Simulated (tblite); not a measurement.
Record of a relaxation.

Compound: C4H2NO2 (doublet state).
SMILES with atom numbers: `[N:1]#[C:2]/[CH:3]=[CH:4]/[C:5]([O:6])=[O:7]` (hydrogens: H8 on C3; H9 on C4)
Bond orders are those of one Lewis drawing.

Computed with GFN2-xTB (tblite), gas phase: L-BFGS steps from a force-field or distance-geometry start until the largest atomic force falls under 0.01 eV/Å. 14 of its 35 geometries are shown.

Step 0: E = -556.3184 eV, largest atomic force 6.158 eV/Å
```
atom  x, y, z in Å  |  force x, y, z in eV/Å
N1      3.217    0.116    0.293   -4.643  -1.056  -0.835
C2      2.079   -0.155    0.091    3.699   0.401   0.572
C3      0.715   -0.526   -0.140    0.637   0.350   0.055
C4     -0.228    0.382    0.113    1.280  -0.005   0.268
C5     -1.645    0.169   -0.058   -5.817  -1.562  -1.283
O6     -2.242   -0.969   -0.542    3.156   4.044   1.853
O7     -2.417    1.142    0.234    1.867  -1.967  -0.501
H8      0.427   -1.486   -0.524    0.385  -0.366  -0.092
H9      0.109    1.333    0.509   -0.565   0.161  -0.037
```

Step 3: E = -557.2121 eV, largest atomic force 6.343 eV/Å
```
atom  x, y, z in Å  |  force x, y, z in eV/Å
N1      3.204    0.115    0.290   -5.625  -1.443  -1.028
C2      2.058   -0.177    0.085    6.125   1.285   1.030
C3      0.727   -0.524   -0.142   -0.549  -0.542  -0.279
C4     -0.185    0.384    0.122   -0.609  -0.055  -0.021
C5     -1.794    0.172   -0.076   -0.587  -4.632  -1.819
O6     -2.156   -0.958   -0.529    2.093   2.828   1.237
O7     -2.372    1.145    0.241   -0.768   2.293   0.810
H8      0.445   -1.494   -0.525    0.302  -0.165  -0.041
H9      0.086    1.343    0.509   -0.381   0.431   0.111
```

Step 5: E = -557.6286 eV, largest atomic force 1.603 eV/Å
```
atom  x, y, z in Å  |  force x, y, z in eV/Å
N1      3.170    0.105    0.283    1.043   0.246   0.164
C2      2.088   -0.177    0.089   -1.467  -0.571  -0.302
C3      0.722   -0.528   -0.145   -0.121   0.131   0.023
C4     -0.192    0.384    0.123    0.261  -0.003   0.043
C5     -1.827    0.143   -0.091   -0.284   0.149   0.029
O6     -2.113   -0.939   -0.518    0.586  -0.158  -0.012
O7     -2.361    1.166    0.250    0.123   0.225   0.096
H8      0.455   -1.501   -0.527    0.261  -0.157  -0.045
H9      0.073    1.353    0.511   -0.402   0.138   0.005
```

Step 8: E = -557.6772 eV, largest atomic force 0.327 eV/Å
```
atom  x, y, z in Å  |  force x, y, z in eV/Å
N1      3.161    0.100    0.280   -0.161  -0.116  -0.058
C2      2.074   -0.198    0.082    0.136  -0.024   0.004
C3      0.713   -0.531   -0.148    0.091  -0.157  -0.038
C4     -0.179    0.390    0.129   -0.111   0.193   0.060
C5     -1.858    0.151   -0.092    0.297   0.110   0.083
O6     -2.060   -0.945   -0.516    0.044   0.083   0.028
O7     -2.353    1.183    0.257   -0.178  -0.125  -0.068
H8      0.476   -1.513   -0.531    0.055  -0.047  -0.023
H9      0.040    1.369    0.513   -0.173   0.083   0.013
```

Step 10: E = -557.6890 eV, largest atomic force 0.230 eV/Å
```
atom  x, y, z in Å  |  force x, y, z in eV/Å
N1      3.154    0.091    0.275    0.228  -0.032   0.007
C2      2.070   -0.209    0.079   -0.196  -0.043  -0.036
C3      0.709   -0.535   -0.149   -0.005   0.107   0.051
C4     -0.178    0.397    0.132   -0.064  -0.043  -0.022
C5     -1.842    0.159   -0.086    0.138   0.055   0.025
O6     -2.037   -0.941   -0.513    0.023   0.123   0.050
O7     -2.365    1.182    0.256   -0.039  -0.198  -0.075
H8      0.488   -1.522   -0.534   -0.054   0.047   0.009
H9      0.015    1.383    0.516   -0.031  -0.015  -0.009
```

Step 13: E = -557.6943 eV, largest atomic force 0.146 eV/Å
```
atom  x, y, z in Å  |  force x, y, z in eV/Å
N1      3.159    0.079    0.271   -0.061  -0.108  -0.046
C2      2.069   -0.211    0.078    0.103   0.057   0.031
C3      0.706   -0.529   -0.146    0.003  -0.004  -0.004
C4     -0.186    0.398    0.132   -0.034   0.058   0.020
C5     -1.820    0.163   -0.083   -0.050  -0.033  -0.020
O6     -2.028   -0.936   -0.510    0.082  -0.116  -0.035
O7     -2.375    1.173    0.251    0.007   0.065   0.026
H8      0.485   -1.517   -0.533   -0.046   0.083   0.029
H9      0.005    1.385    0.516   -0.004  -0.003  -0.001
```

Step 16: E = -557.6989 eV, largest atomic force 0.139 eV/Å
```
atom  x, y, z in Å  |  force x, y, z in eV/Å
N1      3.167    0.051    0.261   -0.020  -0.059  -0.024
C2      2.068   -0.208    0.079    0.052   0.002   0.008
C3      0.703   -0.516   -0.141    0.013  -0.004  -0.008
C4     -0.197    0.404    0.133    0.094   0.088   0.033
C5     -1.814    0.162   -0.084   -0.031  -0.058  -0.004
O6     -2.000   -0.945   -0.511   -0.065  -0.030  -0.024
O7     -2.381    1.167    0.249   -0.033  -0.053  -0.030
H8      0.473   -1.499   -0.528   -0.019  -0.015  -0.003
H9     -0.007    1.389    0.516    0.009   0.129   0.052
```

Step 18: E = -557.7034 eV, largest atomic force 0.212 eV/Å
```
atom  x, y, z in Å  |  force x, y, z in eV/Å
N1      3.178    0.015    0.248    0.158   0.025   0.024
C2      2.070   -0.206    0.081   -0.118  -0.117  -0.057
C3      0.702   -0.501   -0.136   -0.007   0.110   0.038
C4     -0.197    0.421    0.140    0.087   0.004   0.008
C5     -1.815    0.153   -0.086    0.008  -0.041  -0.016
O6     -1.975   -0.958   -0.514   -0.122   0.134   0.041
O7     -2.389    1.155    0.244   -0.031  -0.196  -0.076
H8      0.459   -1.481   -0.522    0.003  -0.034  -0.009
H9     -0.019    1.408    0.522    0.021   0.115   0.047
```

Step 21: E = -557.7098 eV, largest atomic force 0.139 eV/Å
```
atom  x, y, z in Å  |  force x, y, z in eV/Å
N1      3.197   -0.043    0.228    0.067   0.040   0.025
C2      2.076   -0.212    0.079   -0.016  -0.125  -0.058
C3      0.700   -0.473   -0.126    0.013   0.037   0.019
C4     -0.191    0.454    0.152   -0.032  -0.006   0.003
C5     -1.810    0.136   -0.091   -0.024   0.025  -0.017
O6     -1.953   -0.974   -0.519   -0.009  -0.014   0.003
O7     -2.410    1.124    0.230   -0.043   0.008   0.009
H8      0.438   -1.452   -0.513    0.040   0.061   0.027
H9     -0.034    1.447    0.536    0.004  -0.027  -0.010
```

Step 24: E = -557.7113 eV, largest atomic force 0.067 eV/Å
```
atom  x, y, z in Å  |  force x, y, z in eV/Å
N1      3.201   -0.047    0.227   -0.022  -0.016  -0.007
C2      2.081   -0.224    0.074    0.062   0.022   0.012
C3      0.702   -0.467   -0.123    0.015  -0.018  -0.006
C4     -0.192    0.458    0.153   -0.002   0.000  -0.004
C5     -1.813    0.135   -0.093   -0.025   0.000   0.009
O6     -1.952   -0.976   -0.519    0.009  -0.003  -0.004
O7     -2.417    1.120    0.229   -0.025   0.025   0.003
H8      0.439   -1.444   -0.510   -0.002  -0.001   0.000
H9     -0.035    1.451    0.537   -0.011  -0.010  -0.003
```

Step 26: E = -557.7114 eV, largest atomic force 0.024 eV/Å
```
atom  x, y, z in Å  |  force x, y, z in eV/Å
N1      3.203   -0.051    0.226    0.020  -0.008  -0.001
C2      2.083   -0.224    0.074   -0.005   0.014   0.004
C3      0.703   -0.465   -0.123    0.008   0.004   0.001
C4     -0.192    0.459    0.154    0.014  -0.012  -0.004
C5     -1.815    0.135   -0.093   -0.007   0.010   0.006
O6     -1.950   -0.976   -0.519   -0.011   0.021   0.006
O7     -2.420    1.120    0.228   -0.013  -0.016  -0.008
H8      0.438   -1.442   -0.509    0.002  -0.011  -0.003
H9     -0.037    1.452    0.537   -0.009  -0.001  -0.001
```

Step 29: E = -557.7115 eV, largest atomic force 0.014 eV/Å
```
atom  x, y, z in Å  |  force x, y, z in eV/Å
N1      3.205   -0.053    0.225    0.009  -0.004  -0.001
C2      2.085   -0.224    0.074   -0.010   0.000   0.000
C3      0.704   -0.465   -0.123   -0.003   0.005   0.001
C4     -0.191    0.458    0.154   -0.005  -0.001   0.002
C5     -1.817    0.136   -0.093    0.001   0.001  -0.005
O6     -1.950   -0.975   -0.519   -0.008  -0.002   0.001
O7     -2.423    1.119    0.228    0.003   0.001   0.003
H8      0.439   -1.442   -0.509    0.014  -0.001   0.001
H9     -0.039    1.452    0.537   -0.001   0.001   0.000
```

Step 31: E = -557.7115 eV, largest atomic force 0.018 eV/Å
```
atom  x, y, z in Å  |  force x, y, z in eV/Å
N1      3.206   -0.052    0.225   -0.016  -0.008  -0.004
C2      2.085   -0.223    0.074    0.016   0.005   0.004
C3      0.705   -0.465   -0.123   -0.001  -0.001   0.000
C4     -0.191    0.458    0.153   -0.008   0.004   0.000
C5     -1.818    0.136   -0.093   -0.002  -0.004   0.000
O6     -1.952   -0.975   -0.519   -0.001  -0.007  -0.003
O7     -2.423    1.120    0.228    0.004   0.009   0.003
H8      0.441   -1.443   -0.509    0.010   0.003   0.001
H9     -0.039    1.451    0.537   -0.001  -0.001   0.000
```

Step 34: E = -557.7116 eV, largest atomic force 0.009 eV/Å
```
atom  x, y, z in Å  |  force x, y, z in eV/Å
N1      3.207   -0.055    0.224   -0.009  -0.002  -0.001
C2      2.085   -0.223    0.075    0.006   0.001   0.001
C3      0.705   -0.464   -0.122    0.002   0.000   0.002
C4     -0.192    0.458    0.153    0.002   0.000  -0.003
C5     -1.819    0.136   -0.093    0.000  -0.002   0.006
O6     -1.953   -0.975   -0.519    0.000   0.001  -0.002
O7     -2.423    1.120    0.228    0.002   0.000  -0.003
H8      0.444   -1.443   -0.509    0.000   0.003   0.001
H9     -0.040    1.451    0.537   -0.003  -0.002   0.000
```

Task: Summarise the path.

Result: The energy falls by 32.13 kcal/mol from step 0 to step 34; nine tenths of that is first reached at step 5. It falls at every step. The largest force goes from 6.158 to 0.009 eV/Å. Among the bonds C4–C5 changes most, from 1.443 to 1.676 Å; the atoms move by 0.152 Å rms after alignment.

The cost below is that of the whole relaxation. The run took 0.11 s of wall time on one thread of an Arm Neoverse V2, shared host with 96 logical CPUs at a one-minute load of 75.
